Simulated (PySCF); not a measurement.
Re (rhenium, neutral) across methods

[Xe] 4f14 5d7, high-spin 4F determinant (an excited configuration). Calculation: PySCF 2.14, in def2-QZVPPD with the def2 core potential (60 electrons); scalar relativity through the core potential.

```tsv
method	E (hartree)	mean ε 5p β (eV)	mean ε 5d α (eV)	mean ε 5d β (eV)	Σ⟨r²⟩ (bohr²)	⟨S²⟩
LDA	-77.8480	-41.324	-3.467	-2.121	51.58	3.753
UHF	-77.31903	-49.837	-7.109	-4.992	49.82	3.761
PBE	-78.0423	-41.213	-3.276	-1.990	51.24	3.754
r2SCAN0	-77.9862	-44.072	-4.509	-2.958	50.35	3.759
BLYP	-77.9989	-41.224	-3.083	-1.994	51.55	3.755
BP86	-78.1249	-41.462	-3.428	-2.221	51.36	3.754
PBE0	-77.9987	-43.586	-4.366	-2.938	50.59	3.755
HSE06	-77.9981	-43.209	-3.974	-2.574	50.69	3.755
r2SCAN	-78.0347	-41.965	-3.396	-1.982	50.77	3.759
```

Energies and moments cover only the electrons outside the core potential. Spin-orbit coupling, absent here, splits the open shell strongly.
